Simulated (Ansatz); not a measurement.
`S[SiH2][SiH2][GeH3]` + SiH₄ → `[SiH3][SiH2][SiH2][GeH3]` + H₂S  (formal exchange of groups at the Si–S bond)

Isolated molecules relaxed with PBE0-D4/def2-TZVP in Ansatz; ΔE leaves out vibrations. CBS: MP2 limit from def2 TZ/QZ plus the TZ coupled-cluster correction, frozen cores. This one scheme is used for every species. Functionals use def2-TZVPP. B3LYP here is the variant with VWN-RPA as its local correlation; programs differ in this. For Ge outer-core shells are correlated without core-valence functions, which leaves a few kJ/mol of doubt a bond. Scalar relativity is left out up to krypton. One conformer a species, not always the lowest.

```json
{"species": "`S[SiH2][SiH2][GeH3]`", "B3LYP energy (Eh)": "-3059.15848"}
{"species": "SiH₄", "B3LYP energy (Eh)": "-291.91715"}
{"species": "`[SiH3][SiH2][SiH2][GeH3]`", "B3LYP energy (Eh)": "-2951.63043"}
{"species": "H₂S", "B3LYP energy (Eh)": "-399.42676"}
```

Question: Work out ΔE.

Answer: ΔE = (-2951.63043) + (-399.42676) − (-3059.15848) − (-291.91715) = 0.01844 Eh = +0.50 eV. CCSD(T)/CBS gives +0.50 eV.

Largest T1 diagnostic among the species: 0.013.
